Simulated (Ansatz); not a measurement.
System: HS2, charge 0, doublet. HS2 (SMILES S[S], doublet).
B3LYP-D3(BJ)/def2-TZVP minimum from Ansatz (a program for electronic structure):
```xyz
3

S     -0.9203     0.0126     0.4581
S      0.8239     0.0408    -0.4735
H      1.5432    -0.8556     0.2469
```
Charge 0, spin multiplicity 2.

Total energies in cc-pV(T+d)Z, 13 correlated electrons, 10 frozen orbitals. Open shells are spin-unrestricted; no spin-orbit coupling. Cores are frozen in correlated methods. No relativity.

```tsv
method	program	energy (Eh)	minus CCSDT(Q) (mEh)
HF	Ansatz	-795.67319	384.19
MP2	Ansatz	-796.00015	57.23
CCSD	Ansatz	-796.03674	20.64
CCSD(T)	Ansatz	-796.05483	2.55
CCSDT(Q)	Ansatz	-796.05738	0.00
```

Rough core times of Ansatz's runs on a shared machine: CCSD(T) 20 s, CCSDT(Q) 8 min.
